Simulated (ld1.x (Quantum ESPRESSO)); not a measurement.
**u(r) = r·R(r): atom against pseudo-atom (samarium)**

Columns: radius, all-electron u(r) and pseudo u(r) of the 6s shell (level -3.97 eV) of samarium in the configuration [Xe] 4f6 5d0 6s1.5 6p0.5; PBEsol, scalar-relativistic, TM scheme, ld1.x (Quantum ESPRESSO) 7.5.

```
r (bohr)  all-electron   pseudo
   0.175        0.1026  -0.0112
   0.350       -0.0915  -0.0229
   0.525       -0.1314  -0.0356
   0.700        0.0323  -0.0498
   0.875        0.1836  -0.0661
   1.050        0.2490  -0.0851
   1.225        0.2347  -0.1076
   1.400        0.1675  -0.1341
   1.575        0.0726  -0.1654
   1.750       -0.0316  -0.2018
   1.925       -0.1334  -0.2432
   2.100       -0.2259  -0.2888
   2.275       -0.3062  -0.3371
   2.450       -0.3732  -0.3854
   2.625       -0.4272  -0.4307
   2.800       -0.4692  -0.4698
   2.975       -0.5007  -0.5007
   3.150       -0.5230  -0.5230
   3.325       -0.5372  -0.5372
   3.500       -0.5447  -0.5447
   3.675       -0.5463  -0.5463
   3.850       -0.5428  -0.5428
   4.025       -0.5351  -0.5351
   4.200       -0.5238  -0.5238
   4.375       -0.5097  -0.5097
   4.550       -0.4933  -0.4933
```

Q: How many radial nodes do the two functions have?

A: The all-electron 6s function has n − l − 1 = 5 (the table is too coarse to show those close to the nucleus); the pseudo-wave has 0, since the states of the same l below it are removed with the core.

Q: At about which radius was the pseudo-wave matched?

A: 3.15 bohr, where the columns begin to agree (steps of 0.17 bohr).

Q: Is the pseudo-wave norm-conserving?

A: Yes: the TM scheme keeps the norm inside the radius equal to the all-electron one, which fixes the energy derivative of the logarithmic derivative at the level.
